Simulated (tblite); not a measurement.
C₂H₂FO₃S (doublet state).
SMILES with atom numbers: `[O:1][S:2](=[O:3])(=[O:4])/[CH:5]=[CH:6]\[F:7]` (hydrogens: H8 on C5; H9 on C6)
Bond orders are those of one Lewis drawing.

Computed with GFN2-xTB (tblite), gas phase: L-BFGS steps from a force-field or distance-geometry start until the largest atomic force falls under 0.01 eV/Å.

Step 6: E = -689.5737 eV
```
atom  x, y, z in Å  |  force x, y, z in eV/Å
O1     -1.0942    1.5600   -0.2911    0.026  -0.063  -0.040
S2     -1.3743    0.2012    0.0595    0.457  -0.220  -0.122
O3     -2.0244   -0.6142   -0.9379    0.107  -0.063   0.153
O4     -1.6181   -0.0941    1.4485    0.120  -0.146  -0.114
C5      0.3866   -0.6519   -0.0795   -0.472  -0.095  -0.006
C6      1.4276    0.1286   -0.0318    0.223   0.341   0.043
F7      1.3983    1.4334    0.1215    0.139   0.027   0.029
H8      0.4511   -1.7208   -0.1982   -0.425   0.199   0.038
H9      2.4610   -0.2360   -0.1163   -0.174   0.021   0.017
```

Step 7: E = -689.5847 eV
```
atom  x, y, z in Å  |  force x, y, z in eV/Å
O1     -1.0956    1.5599   -0.2922    0.073  -0.084  -0.035
S2     -1.3634    0.1975    0.0572    0.302  -0.092   0.005
O3     -2.0235   -0.6139   -0.9334    0.076  -0.156   0.009
O4     -1.6185   -0.0968    1.4458    0.180  -0.134  -0.099
C5      0.3818   -0.6514   -0.0793   -0.079   0.218   0.016
C6      1.4298    0.1319   -0.0313   -0.160   0.029   0.025
F7      1.3984    1.4341    0.1220    0.141   0.085   0.035
H8      0.4457   -1.7179   -0.1977   -0.413   0.122   0.031
H9      2.4588   -0.2373   -0.1162   -0.119   0.014   0.013
```

Step 8: E = -689.6112 eV
```
atom  x, y, z in Å  |  force x, y, z in eV/Å
O1     -1.0905    1.5528   -0.2938    0.109   0.025  -0.077
S2     -1.3430    0.1880    0.0523   -0.069  -0.056   0.087
O3     -2.0164   -0.6229   -0.9309    0.091  -0.147  -0.039
O4     -1.6057   -0.1056    1.4413    0.207  -0.127  -0.065
C5      0.3682   -0.6418   -0.0788    0.328   0.288   0.013
C6      1.4245    0.1385   -0.0293   -0.303  -0.147   0.011
F7      1.4115    1.4404    0.1245    0.039   0.076   0.033
H8      0.4156   -1.7095   -0.1956   -0.339   0.145   0.031
H9      2.4494   -0.2338   -0.1149   -0.063  -0.056   0.004
```

Question: Estimate the geometry and energy of step 9. (The exact step hangs on the optimiser's Hessian estimate; all steps are aligned on step 8, rigid shifts and turns removed.)

Answer: E = -689.6300 eV, largest force 0.524 eV/Å
```
atom  x, y, z in Å  |  force x, y, z in eV/Å
O1     -1.0787    1.5418   -0.2960    0.048   0.102  -0.116
S2     -1.3294    0.1764    0.0467   -0.289   0.049   0.112
O3     -2.0040   -0.6387   -0.9327    0.052  -0.090  -0.020
O4     -1.5818   -0.1177    1.4384    0.138  -0.131  -0.033
C5      0.3546   -0.6279   -0.0785    0.497   0.166   0.001
C6      1.4142    0.1462   -0.0263   -0.118  -0.093   0.010
F7      1.4328    1.4496    0.1283   -0.127   0.006   0.024
H8      0.3699   -1.6967   -0.1922   -0.204   0.156   0.028
H9      2.4359   -0.2270   -0.1129    0.003  -0.165  -0.007
```

The energy changes by -0.0189 eV. The first-order estimate −F·Δx gives -0.0318 eV and the mean of the old and new forces, exact on a quadratic surface, -0.0186 eV. The step makes an angle of 55° with the force vector and moves no atom by more than 0.048 Å.

What follows is the cost of the whole relaxation. On an Arm Neoverse V2 with one thread (shared host), this took 0.28 s of wall time.
